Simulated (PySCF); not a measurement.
Identify the unknown among the candidates.

All candidates are C6H12O2.

* 13C NMR: chemical shifts (computed TMS as zero) by class: 180.2 (1 C), 63.2 (1 C), 43.3 (1 C), 26.5 (1 C), 17.6 (1 C), 16.6 (1 C) ppm [GIAO PBE0/pcSseg-1]
* Dipole: 1.83 D [PBE0/pcSseg-1]
* Rotational structure: rotational constants A, B, C: 5.555, 0.900, 0.848 GHz [GFN2-xTB]
* 1H NMR: chemical shifts (computed TMS as zero) by class: 4.31 (2 H), 2.15 (2 H), 1.69 (2 H), 1.28 (3 H), 1.09 (3 H) ppm [GIAO PBE0/pcSseg-1]
* NMR, other nuclei: isotropic shieldings of nuclei other than C and H, by class: -94 (1 O), 119 (1 O) ppm [GIAO PBE0/pcSseg-1]

Gas-phase values; electronic properties from PySCF, density fitting. Levels stand in brackets. The structure is a single GFN2-xTB conformer in the gas phase; no vibrational or solvent corrections. Each NMR value is the plain mean over a class of atoms that symmetry, rotation or inversion makes alike.

Problem. Which candidate is it?
A. `CC[C@@H](C)C(=O)OC` (methyl 2-methylbutyrate)
B. `CCCCOC(C)=O` (butyl acetate)
C. `CCCC(=O)OCC` (ethyl butyrate)
D. `CC(=O)CCCCO` (6-hydroxyhexan-2-one)

Solution. C. It is `CCCC(=O)OCC`. Numbering: `[CH3:1][CH2:2][CH2:3][C:4](=[O:5])[O:6][CH2:7][CH3:8]`. Its formula, C6H12O2, gives 1 degree of unsaturation: 0 rings and 1 π bond in the structure found. 6 carbons fall into 6 classes; from least to most shielded: ester carbonyl carbon [C4] (180.2 ppm), sp3 carbon bound to oxygen [C7] (63.2 ppm), sp3 carbon next to a carbonyl [C3] (43.3 ppm), chain CH2 carbon [C2] (26.5 ppm), methyl carbon [C1] (17.6 ppm), methyl carbon [C8] (16.6 ppm). Hydrogen classes from least to most shielded: 2 H on an sp3 carbon bound to oxygen, C7 (4.31 ppm, a mean of values up to 1.0 ppm apart in this geometry), 2 H on an sp3 carbon next to a carbonyl, C3 (2.15 ppm), 2 H on a chain CH2 carbon, C2 (1.69 ppm), 3 H on a methyl carbon, C8 (1.28 ppm, a mean of values up to 1.0 ppm apart in this geometry), 3 H on a methyl carbon, C1 (1.09 ppm). The other shieldings belong to: -94 ppm, ester carbonyl oxygen [O5]; 119 ppm, ester single-bonded oxygen [O6]. The optimised geometry has point group C1 and is an asymmetric top.

The others, at the same levels:
- `CC[C@@H](C)C(=O)OC` fails: its computed 13C shifts are 185.1 (1 C), 52.6 (1 C), 47.1 (1 C), 32.3 (1 C), 22.0 (1 C), 15.6 (1 C) ppm, 1H shifts are 3.91 (3 H), 2.27 (1 H), 1.90 (1 H), 1.24 (1 H), 1.21 (3 H), 0.93 (3 H) ppm and rotational constant A is 2.792 GHz (against 5.555 GHz).
- `CCCCOC(C)=O` fails: its computed 13C shifts are 176.1 (1 C), 66.9 (1 C), 33.3 (1 C), 23.3 (1 C), 23.1 (1 C), 15.3 (1 C) ppm, 1H shifts are 4.28 (2 H), 2.08 (3 H), 1.74 (2 H), 1.43 (2 H), 1.01 (3 H) ppm and rotational constant A is 5.088 GHz (against 5.555 GHz).
- `CC(=O)CCCCO` fails: its computed 13C shifts are 212.0 (1 C), 69.0 (1 C), 44.7 (1 C), 38.5 (1 C), 32.7 (1 C), 21.5 (1 C) ppm, 1H shifts are 3.81 (2 H), 2.38 (2 H), 2.17 (3 H), 1.41 (2 H), 1.34 (2 H), 0.02 (1 H) ppm and rotational constant A is 4.740 GHz (against 5.555 GHz).

Each candidate is one conformer, not necessarily the lowest. Dipoles, sizes and rotational constants follow the conformer. The torsions of the flexible species, by atom-mapped SMILES:
- `[CH3:1][CH2:2][CH2:3][C:4](=[O:5])[O:6][CH2:7][CH3:8]`: C1–C2–C3–C4 178°, C2–C3–C4–O5 -88°, C3–C4–O6–C7 -178°, C4–O6–C7–C8 -82°
- `[CH3:1][CH2:2][C@@H:3]([CH3:4])[C:5](=[O:6])[O:7][CH3:8]`: C1–C2–C3–C4 175°, C2–C3–C5–O6 -50°, C3–C5–O7–C8 179°
- `[CH3:1][CH2:2][CH2:3][CH2:4][O:5][C:6]([CH3:7])=[O:8]`: C1–C2–C3–C4 65°, C2–C3–C4–O5 172°, C3–C4–O5–C6 85°, C4–O5–C6–C7 180°

The conformers of `CC(=O)CCCCO` aren't listed.
